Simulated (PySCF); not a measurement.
C6H6ClF2 (doublet state).
Numbering: `[F:1][C@@H:2]1[CH:3][C@:4]2([CH2:5]1)[CH2:6][C@:7]2([F:8])[Cl:9]` (hydrogens: H10 on C2; H11 on C3; H12, H13 on C5; H14, H15 on C6)

Cartesian coordinates in Å at the GFN2-xTB level; atoms count from 1:
```
atom  x, y, z in Å
F1     2.4102    1.5498   -0.5288
C2     1.8352    0.3162   -0.2836
C3     0.6959   -0.0597   -1.1605
C4    -0.2258   -0.1407   -0.0528
C5     0.8684    0.2910    0.9207
C6    -1.3546   -1.1320    0.2068
C7    -1.6829    0.3018    0.0034
F8    -2.0615    1.0240    1.0849
Cl9   -2.5036    0.8491   -1.4364
H10    2.6756   -0.3886   -0.2385
H11    0.5759   -0.1084   -2.2220
H12    1.1129   -0.4265    1.7002
H13    0.7086    1.2750    1.3555
H14   -1.4522   -1.5189    1.2103
H15   -1.6064   -1.8239   -0.5812
```

The calculation used PySCF, UKS B3LYP, pcH-1 on C Cl F H, non-relativistic, mean-field spin-orbit, GIAO. Isolated species at its GFN2-xTB geometry, gas phase. Couplings are sensitive to structure, and on GFN2-xTB geometries they can be far from those on DFT ones. Stability of the SCF solution: not tested.

Largest spin populations (Mulliken): C3 (+0.93), C4 (-0.10), C7 (+0.10) and C6 (+0.07). C3 is the only atom above +0.15. The positive populations add up to 1.18 and the negative ones to -0.18, together 2S = 1. The angles at C3 add up to 359.5°, so it is planar; its axial dipolar tensor and the negative coupling of its proton fit spin in a p orbital normal to that plane.

Find Q in a(H) = Q·ρ(C) for the protons on the planar carbons that carry spin.

```csv
H,C,ρ(C),a(H) (G),a/ρ (G)
H11,C3,+0.928,-20.96,-22.6
```

One proton gives one ratio, Q = -22.6 G, and no test of linearity.

Couplings in gauss use g_iso = 2.0030.

Time: 2.0 min of wall time (with the writing of density and orbital grids); peak memory 1.0 GiB. Hardware: an Arm Neoverse V2 with one thread, no GPU, shared host with 96 logical CPUs at a one-minute load of 62.
